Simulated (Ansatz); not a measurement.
Species: C$_{2}$H$_{2}$F$_{3}$, charge -1, multiplicity 1. It need not be the lowest isomer of its formula. Whether it binds its extra electron was not tested at this geometry. SMILES: [CH2-]C(F)(F)F
Coordinates optimised at B3LYP-D3(BJ)/def2-TZVP (Ansatz, an electronic-structure program):
```
C
F 1 1.3827
F 1 1.3827 2 106.37
C 1 1.4037 2 115.38 3 129.34
H 4 1.0873 1 113.45 2 51.38
H 4 1.0873 5 114.19 1 -132.11
F 1 1.5122 2 98.51 3 -101.53
```
Charge -1, spin multiplicity 1.

Parts of the frozen-core correlation energy in cc-pVTZ (Ansatz, hartree). Frozen orbitals: 5; correlated occupied orbitals by spin: 16 and 16; virtual: 157 and 157. Spin-orbit coupling is left out. Non-relativistic.

```json
[
 {"term": "reference (HF)", "value": "-375.30808"},
 {"term": "MP2 opposite-spin", "value": "-0.81626"},
 {"term": "MP2 same-spin", "value": "-0.28797"},
 {"term": "CCSD correlation", "value": "-1.11155"},
 {"term": "(T)", "value": "-0.03937"},
 {"term": "T1 diagnostic", "value": "0.012"},
 {"term": "largest doubles amplitude", "value": "0.027"}
]
```
